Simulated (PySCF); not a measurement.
H$_{3}$HfO$_{3}$, charge +2, doublet, geometry from GFN2-xTB of the parent state (such geometries of metal compounds can be far from the true shape) (the multiplicity is a formal guess) (core potentials on Hf); SVWN5/def2-SVP (PySCF).

PySCF was given this input:
```python
from pyscf import gto, scf, dft

mol = gto.M(
    atom='''
Hf    0.02003494   -0.04142502    0.04666408
O     1.50219233   -0.12177492   -1.07532677
H     1.50657928    0.40421577   -1.88523804
O    -0.47977780   -0.81968077    1.65944460
H    -1.34165278   -0.58759156    2.02775851
O    -1.11915871    1.14542333   -0.81548044
H    -0.83348867    1.53423643   -1.65143302
''',
    basis='def2-svp',
    ecp={'Hf': 'def2-svp'},
    charge=2,
    spin=1,
    verbose=4,
)

mf = dft.ROKS(mol)
mf.xc = 'lda,vwn'
mf.kernel()
```

Q: Predict the main parts of the log of this PySCF run.

A: 
```
PySCF version 2.14.0

[INPUT] verbose = 4
[INPUT] num. atoms = 7
[INPUT] num. electrons = 37
[INPUT] charge = 2
[INPUT] spin (= nelec alpha-beta = 2S) = 1
[INPUT] symmetry False subgroup None
[INPUT] Mole.unit = angstrom
[INPUT] Symbol           X                Y                Z      unit          X                Y                Z       unit  Magmom
[INPUT]  1 Hf     0.020034940000  -0.041425020000   0.046664080000 AA    0.037860549522  -0.078281942505   0.088182331055 Bohr   0.0
[INPUT]  2 O      1.502192330000  -0.121774920000  -1.075326770000 AA    2.838732090122  -0.230121247641  -2.032073089713 Bohr   0.0
[INPUT]  3 H      1.506579280000   0.404215770000  -1.885238040000 AA    2.847022224144   0.763857100530  -3.562583575212 Bohr   0.0
[INPUT]  4 O     -0.479777800000  -0.819680770000   1.659444600000 AA   -0.906648642646  -1.548972164873   3.135895812888 Bohr   0.0
[INPUT]  5 H     -1.341652780000  -0.587591560000   2.027758510000 AA   -2.535356308461  -1.110387121506   3.831908230656 Bohr   0.0
[INPUT]  6 O     -1.119158710000   1.145423330000  -0.815480440000 AA   -2.114903451822   2.164536390387  -1.541034691540 Bohr   0.0
[INPUT]  7 H     -0.833488670000   1.534236430000  -1.651433020000 AA   -1.575065314228   2.899286663030  -3.120756120863 Bohr   0.0

nuclear repulsion = 142.384899215743
number of shells = 39
number of NR pGTOs = 150
number of NR cGTOs = 89
basis = def2-svp
ecp = {'Hf': 'def2-svp'}

******** <class 'pyscf.dft.roks.ROKS'> ********
method = ROKS
initial guess = minao
damping factor = 0
level_shift factor = 0
DIIS = <class 'pyscf.scf.diis.CDIIS'>
diis_start_cycle = 1
diis_space = 8
diis_damp = 0
SCF conv_tol = 1e-09
SCF conv_tol_grad = None
SCF max_cycles = 50
direct_scf = True
direct_scf_tol = 1e-13
num. doubly occ = 18  num. singly occ = 1
XC library pyscf.dft.libxc version 7.1.2
    S. Lehtola, C. Steigemann, M. J. T. Oliveira, and M. A. L. Marques,  SoftwareX 7, 1–5 (2018)
XC functionals = lda,vwn
    P. A. M. Dirac,  Math. Proc. Cambridge Philos. Soc. 26, 376 (1930)
    F. Bloch,  Z. Phys. 57, 545 (1929)
    S. H. Vosko, L. Wilk, and M. Nusair,  Can. J. Phys. 58, 1200 (1980)
radial grids:
    Treutler-Ahlrichs [JCP 102, 346 (1995); DOI:10.1063/1.469408] (M4) radial grids

becke partition: Becke, JCP 88, 2547 (1988); DOI:10.1063/1.454033
pruning grids: <function nwchem_prune>
grids dens level: 3
symmetrized grids: False
atomic radii adjust function: <function treutler_atomic_radii_adjust>
small_rho_cutoff = 0
Set gradient conv threshold to 3.16228e-05
tot grids = 95464
init E= -261.268976594849
  HOMO = -0.60965927436011  LUMO = -0.406353389669995  gap/eV = 5.53223
cycle= 1 E= -272.697245258213  delta_E= -11.4  |g|= 0.897  |ddm|= 5.52
  HOMO = -0.571445573157028  LUMO = -0.536621955296525  gap/eV = 0.94760
cycle= 2 E= -271.634948528912  delta_E= 1.06  |g|= 2.12  |ddm|= 1.58
  HOMO = -0.665408957329941  LUMO = -0.537574161148086  gap/eV = 3.47856
cycle= 3 E= -272.615384433386  delta_E= -0.98  |g|= 1.02  |ddm|= 1.46
  HOMO = -0.751707945811809  LUMO = -0.564212738640151  gap/eV = 5.10200
cycle= 4 E= -272.801068291717  delta_E= -0.186  |g|= 0.449  |ddm|= 0.525
  HOMO = -0.743955758787798  LUMO = -0.578915443552745  gap/eV = 4.49098
cycle= 5 E= -272.716793417552  delta_E= 0.0843  |g|= 0.684  |ddm|= 0.624
  HOMO = -0.756680512343118  LUMO = -0.589505315519471  gap/eV = 4.54907
cycle= 6 E= -272.832631618845  delta_E= -0.116  |g|= 0.276  |ddm|= 0.755
  HOMO = -0.750134195594802  LUMO = -0.584147006787159  gap/eV = 4.51674
cycle= 7 E= -272.848201258211  delta_E= -0.0156  |g|= 0.199  |ddm|= 0.487
  HOMO = -0.755055740072766  LUMO = -0.579292453441937  gap/eV = 4.78276
cycle= 8 E= -272.741488305723  delta_E= 0.107  |g|= 0.544  |ddm|= 0.976
  HOMO = -0.754781755400274  LUMO = -0.579625258258993  gap/eV = 4.76625
cycle= 9 E= -272.853808796091  delta_E= -0.112  |g|= 0.121  |ddm|= 0.987
  HOMO = -0.751891737191705  LUMO = -0.581360395144134  gap/eV = 4.64039
cycle= 10 E= -272.855848648097  delta_E= -0.00204  |g|= 0.11  |ddm|= 0.288
  HOMO = -0.75261651584466  LUMO = -0.580890940496943  gap/eV = 4.67289
cycle= 11 E= -272.857319107024  delta_E= -0.00147  |g|= 0.0826  |ddm|= 0.0264
  HOMO = -0.754553446387888  LUMO = -0.581232336859479  gap/eV = 4.71631
cycle= 12 E= -272.859382553111  delta_E= -0.00206  |g|= 0.00827  |ddm|= 0.107
  HOMO = -0.754207253695118  LUMO = -0.581092493634866  gap/eV = 4.71069
cycle= 13 E= -272.857943353684  delta_E= 0.00144  |g|= 0.038  |ddm|= 0.294
  HOMO = -0.753995674439354  LUMO = -0.581040930457853  gap/eV = 4.70634
cycle= 14 E= -272.859400617736  delta_E= -0.00146  |g|= 0.00491  |ddm|= 0.203
  HOMO = -0.753952338499268  LUMO = -0.58116186723073  gap/eV = 4.70187
cycle= 15 E= -272.859162720874  delta_E= 0.000238  |g|= 0.012  |ddm|= 0.162
  HOMO = -0.753911767233225  LUMO = -0.5810739677007  gap/eV = 4.70316
cycle= 16 E= -272.859418568225  delta_E= -0.000256  |g|= 0.00874  |ddm|= 0.122
  HOMO = -0.75398929119193  LUMO = -0.581069018048854  gap/eV = 4.70540
cycle= 17 E= -272.859436949513  delta_E= -1.84e-05  |g|= 0.00363  |ddm|= 0.0073
  HOMO = -0.754058287638412  LUMO = -0.581042739148916  gap/eV = 4.70799
cycle= 18 E= -272.859440128729  delta_E= -3.18e-06  |g|= 0.00251  |ddm|= 0.00586
  HOMO = -0.754117965445714  LUMO = -0.581057642917219  gap/eV = 4.70921
cycle= 19 E= -272.859441699744  delta_E= -1.57e-06  |g|= 0.00122  |ddm|= 0.00371
  HOMO = -0.754146320678009  LUMO = -0.581052837553734  gap/eV = 4.71011
cycle= 20 E= -272.859441838495  delta_E= -1.39e-07  |g|= 0.000333  |ddm|= 0.00446
  HOMO = -0.754166530375841  LUMO = -0.581044364265544  gap/eV = 4.71089
cycle= 21 E= -272.859442142375  delta_E= -3.04e-07  |g|= 8.13e-05  |ddm|= 0.00455
  HOMO = -0.754166700828854  LUMO = -0.581045823637275  gap/eV = 4.71086
cycle= 22 E= -272.85944214764  delta_E= -5.26e-09  |g|= 3.6e-05  |ddm|= 0.000309
  HOMO = -0.75416749522398  LUMO = -0.581045904700932  gap/eV = 4.71088
cycle= 23 E= -272.859442148314  delta_E= -6.75e-10  |g|= 1.6e-05  |ddm|= 5.35e-05
  HOMO = -0.754167170685312  LUMO = -0.581045915595436  gap/eV = 4.71087
Extra cycle  E= -272.859442018895  delta_E= 1.29e-07  |g|= 0.000222  |ddm|= 0.00279
SCF not converged.
SCF energy = -272.859442018895
```

Convergence was not reached.
